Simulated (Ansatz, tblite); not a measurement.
Forces on the cluster Be₄S₄⁺ at its PBE-D4/def2-SVP geometry. The state is a doublet with charge 1.

The xTB rows come from tblite. Another isomer (doublet) lies 0.12 eV lower at PBE0-D4/def2-TZVP; other spin states weren't run for this one.

GFN1-xTB (tblite), largest force 0.90 eV/Å:

```xyz
8
positions Å, forces eV/Å
Be   -0.557    1.236   -0.495   -0.150    0.614   -0.343
Be   -0.954   -0.992    0.070   -0.349   -0.382    0.186
Be    1.151   -0.425   -0.761    0.555   -0.073   -0.449
Be    0.213   -0.057    1.728    0.018   -0.088    0.615
S    -1.538    0.694    1.251    0.389   -0.223   -0.477
S    -0.644   -0.364   -1.869    0.377    0.266    0.775
S     0.904   -1.684    0.871   -0.297    0.454   -0.365
S     1.426    1.592   -0.795   -0.543   -0.568    0.058
```

GFN2-xTB (tblite), largest force 0.29 eV/Å:

```
Be 0.096 0.135 -0.083
Be -0.027 -0.067 0.277
Be 0.119 0.111 -0.084
Be -0.031 -0.049 0.068
S -0.066 0.046 -0.098
S 0.027 0.034 -0.015
S 0.034 -0.044 -0.109
S -0.153 -0.166 0.045
```

PBE-D4/def2-TZVP (Ansatz), largest force 0.57 eV/Å:

```
Be 0.208 -0.394 0.062
Be 0.397 0.410 0.022
Be -0.384 0.179 0.158
Be -0.256 -0.206 -0.417
S 0.408 -0.214 -0.199
S 0.175 0.111 0.453
S -0.244 0.431 -0.092
S -0.304 -0.316 0.013
```
